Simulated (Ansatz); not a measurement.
TcBrO3⁺, that is TcO3Br with one electron fewer. Total charge 1; doublet. Geometry r2SCAN-D4/def2-SVP; atoms count from 1.

```csv
atom,x (Å),y (Å),z (Å)
Tc1,-0.009,-0.048,0.176
O2,-1.478,-0.279,0.914
O3,0.566,-1.507,-0.507
O4,1.079,0.563,1.271
Br5,-0.159,1.272,-1.854
```

In the def2 sets Tc takes a core potential; there is no spin–orbit coupling.

Q: Estimate the Mulliken populations from the PBE0/def2-TZVP orbitals of Ansatz.

A: 
| atom | charge (e) | spin (α − β) | d electrons |
| --- | --- | --- | --- |
| Tc1 | 1.60 | -0.26 | 4.69 |
| O2 | -0.33 | 0.01 | – |
| O3 | -0.27 | 0.48 | – |
| O4 | -0.33 | 0.01 | – |
| Br5 | 0.32 | 0.76 | – |
Mulliken values depend strongly on the basis.

Q: Where does the spin sit?

A: Summed by element: Tc -0.26, O 0.49, Br 0.76, of 1 unpaired in all. Largest on single atoms: Br5 0.76, O3 0.48, Tc1 -0.26.

Q: And the Mayer bond orders between heavy atoms (over 0.3)?

A: Tc1–O2 1.85 (1.66 Å); Tc1–O3 1.58 (1.71 Å); Tc1–O4 1.85 (1.66 Å); Tc1–Br5 0.89 (2.43 Å).
